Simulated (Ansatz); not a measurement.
Ansatz (a program for electronic structure) input file for C3H9BClN, SMILES CB(Cl)N(C)C, PBE-D3(BJ)/def2-SVP. 

Ansatz 0.2 input:
```yaml
crystal:
  periodic: [false, false, false]
  atoms:
    - {symbol: B, position_ang: [0.43906346, 0.33266997, 0.00000000]}
    - {symbol: Cl, position_ang: [-0.58637031, 1.81728792, -0.00000000]}
    - {symbol: C, position_ang: [2.00782938, 0.52541808, -0.00000000]}
    - {symbol: H, position_ang: [2.47048527, 0.05511597, 0.88519006]}
    - {symbol: H, position_ang: [2.47048527, 0.05511597, -0.88519005]}
    - {symbol: H, position_ang: [2.28977439, 1.58713428, 0.00000000]}
    - {symbol: N, position_ang: [-0.19192417, -0.92036534, -0.00000000]}
    - {symbol: C, position_ang: [-1.62853845, -1.14070224, 0.00000000]}
    - {symbol: C, position_ang: [0.56126954, -2.16325309, -0.00000000]}
    - {symbol: H, position_ang: [-1.93469196, -1.71855131, 0.89097495]}
    - {symbol: H, position_ang: [-1.93469195, -1.71855131, -0.89097496]}
    - {symbol: H, position_ang: [-2.16391423, -0.18547631, -0.00000000]}
    - {symbol: H, position_ang: [0.31759554, -2.77181701, -0.89021179]}
    - {symbol: H, position_ang: [0.31759553, -2.77181700, 0.89021179]}
    - {symbol: H, position_ang: [1.64044655, -1.97461693, 0.00000000]}
basis:
  gaussian:
    orbitals: def2-SVP
hamiltonian:
  xc: pbe
  dispersion: d3bj
relax: {f_tol: 0.002, max_steps: 200}
```

Log of the run:

```
WARN ansatz: RAYON_NUM_THREADS=1 ignored (pool sized by the plan → 1); use --threads N
Functional definition: PBE
integrals: 0.08 GiB planned
1517 factors; their error is unknown
mean field: 0.45 GiB planned
mean field evaluation 1: about -17914.3215 eV, gradient 7.6e1 eV
mean field evaluation 2: about -17885.3722 eV, gradient 1.3e2 eV
mean field evaluation 4: about -17928.6604 eV, gradient 8.6e0 eV
mean field evaluation 8: about -17928.8211 eV, gradient 1.9e-1 eV
mean field evaluation 16: about -17928.7527 eV, gradient 4.7e-4 eV
mean field -17928.75269989 eV, -658.8695091759 hartree, gradient 2.2e-5 eV, S^2 0.000000; 0 other end points of the search recorded, 0 dependent functions left out
the calculation of the forces begins
reference -17928.75273680 eV, -658.8695105324 hartree; 28, 28 occupied and 105, 105 virtual orbitals, 1517 factors
relax step   1: F+E_penalty+E_count = -17929.09935935 eV  Δ(F+E_penalty+E_count) = +0.000e0 eV  max|allowed force component| = 3.150e-1 eV/Å  Δτ_max = 0.0000 Å  (31 SCF iters, accepted)
these checks for a lower state are left out or cut short: starts, cluster_reference, orbital_swaps, neighbouring_geometries, increment
integrals: 0.08 GiB planned
1517 factors; their error is unknown
mean field: 0.45 GiB planned
mean field -17928.76377904 eV, -658.8699163271 hartree, gradient 2.5e-5 eV, S^2 0.000000; 0 other end points of the search recorded, 0 dependent functions left out
the calculation of the forces begins
reference -17928.76381598 eV, -658.8699176845 hartree; 28, 28 occupied and 105, 105 virtual orbitals, 1517 factors
relax step   2: F+E_penalty+E_count = -17929.10966277 eV  Δ(F+E_penalty+E_count) = -1.030e-2 eV  max|allowed force component| = 1.337e-1 eV/Å  Δτ_max = 0.0101 Å  (32 SCF iters, accepted)
these checks for a lower state are left out or cut short: starts, cluster_reference, orbital_swaps, neighbouring_geometries, increment
integrals: 0.08 GiB planned
1517 factors; their error is unknown
mean field: 0.45 GiB planned
mean field evaluation 32: about -17928.7651 eV, gradient 3.1e-1 eV
mean field -17928.76531339 eV, -658.8699727134 hartree, gradient 2.5e-5 eV, S^2 0.000000; 0 other end points of the search recorded, 0 dependent functions left out
the calculation of the forces begins
reference -17928.76535034 eV, -658.8699740714 hartree; 28, 28 occupied and 105, 105 virtual orbitals, 1517 factors
relax step   3: F+E_penalty+E_count = -17929.11073654 eV  Δ(F+E_penalty+E_count) = -1.074e-3 eV  max|allowed force component| = 1.711e-2 eV/Å  Δτ_max = 0.0048 Å  (33 SCF iters, accepted)
these checks for a lower state are left out or cut short: starts, cluster_reference, orbital_swaps, neighbouring_geometries, increment
integrals: 0.08 GiB planned
1517 factors; their error is unknown
mean field: 0.45 GiB planned
mean field -17928.76527981 eV, -658.8699714795 hartree, gradient 4.7e-6 eV, S^2 0.000000; 0 other end points of the search recorded, 0 dependent functions left out
the calculation of the forces begins
reference -17928.76531676 eV, -658.8699728373 hartree; 28, 28 occupied and 105, 105 virtual orbitals, 1517 factors
relax step   4: F+E_penalty+E_count = -17929.11075688 eV  Δ(F+E_penalty+E_count) = -2.035e-5 eV  max|allowed force component| = 9.394e-3 eV/Å  Δτ_max = 0.0026 Å  (24 SCF iters, accepted)
these checks for a lower state are left out or cut short: starts, cluster_reference, orbital_swaps, neighbouring_geometries, increment
integrals: 0.08 GiB planned
1517 factors; their error is unknown
mean field: 0.45 GiB planned
mean field -17928.76526694 eV, -658.8699710066 hartree, gradient 1.6e-5 eV, S^2 0.000000; 0 other end points of the search recorded, 0 dependent functions left out
the calculation of the forces begins
reference -17928.76530388 eV, -658.8699723641 hartree; 28, 28 occupied and 105, 105 virtual orbitals, 1517 factors
relax step   5: F+E_penalty+E_count = -17929.11075983 eV  Δ(F+E_penalty+E_count) = -2.951e-6 eV  max|allowed force component| = 6.306e-3 eV/Å  Δτ_max = 0.0008 Å  (23 SCF iters, accepted)
these checks for a lower state are left out or cut short: starts, cluster_reference, orbital_swaps, neighbouring_geometries, increment
integrals: 0.08 GiB planned
1517 factors; their error is unknown
mean field: 0.45 GiB planned
mean field -17928.76526473 eV, -658.8699709254 hartree, gradient 8.5e-5 eV, S^2 0.000000; 0 other end points of the search recorded, 0 dependent functions left out
the calculation of the forces begins
reference -17928.76530168 eV, -658.8699722830 hartree; 28, 28 occupied and 105, 105 virtual orbitals, 1517 factors
relax step   6: F+E_penalty+E_count = -17929.11076217 eV  Δ(F+E_penalty+E_count) = -2.335e-6 eV  max|allowed force component| = 1.845e-3 eV/Å  Δτ_max = 0.0005 Å  (20 SCF iters, accepted)
integrals: 0.08 GiB planned
1517 factors; their error is unknown
mean field: 0.45 GiB planned
mean field evaluation 64: about -17928.8288 eV, gradient 6.1e-1 eV
mean field -17928.76526473 eV, -658.8699709254 hartree, gradient 8.5e-5 eV, S^2 0.000000; 1 other end points of the search recorded, 0 dependent functions left out
the calculation of the forces begins
reference -17928.76530168 eV, -658.8699722830 hartree; 28, 28 occupied and 105, 105 virtual orbitals, 1517 factors
Total energy: -17929.11079911 eV, -658.8826690796 hartree
Atom 0 at     0.440102     0.336221     0.000000 Å, force     0.001000     0.000239     0.000000 eV/Å
Atom 1 at    -0.593247     1.814416    -0.000000 Å, force     0.000119     0.000053    -0.000000 eV/Å
Atom 2 at     2.011841     0.529332     0.000000 Å, force    -0.000231    -0.000329    -0.000000 eV/Å
Atom 3 at     2.481239     0.058349     0.890385 Å, force    -0.000014     0.000154    -0.000236 eV/Å
Atom 4 at     2.481239     0.058349    -0.890385 Å, force    -0.000014     0.000154     0.000236 eV/Å
Atom 5 at     2.293770     1.598642    -0.000000 Å, force    -0.000135    -0.000053    -0.000000 eV/Å
Atom 6 at    -0.194994    -0.925423     0.000000 Å, force    -0.001845    -0.000091    -0.000000 eV/Å
Atom 7 at    -1.633167    -1.140879     0.000000 Å, force     0.001070     0.000225     0.000000 eV/Å
Atom 8 at     0.560880    -2.167669    -0.000000 Å, force     0.000059     0.000690    -0.000000 eV/Å
Atom 9 at    -1.946501    -1.721024     0.896974 Å, force    -0.000089     0.000015    -0.000109 eV/Å
Atom 10 at    -1.946501    -1.721024    -0.896974 Å, force    -0.000089     0.000015     0.000109 eV/Å
Atom 11 at    -2.163867    -0.172936     0.000000 Å, force    -0.000041    -0.000313     0.000000 eV/Å
Atom 12 at     0.318141    -2.782907    -0.896026 Å, force     0.000207    -0.000257     0.000131 eV/Å
Atom 13 at     0.318141    -2.782907     0.896026 Å, force     0.000207    -0.000257    -0.000131 eV/Å
Atom 14 at     1.647337    -1.972949    -0.000000 Å, force    -0.000205    -0.000244    -0.000000 eV/Å
Dipole moment:     0.060748    -0.520420    -0.000000 e Å
```

Self-consistency was reached.
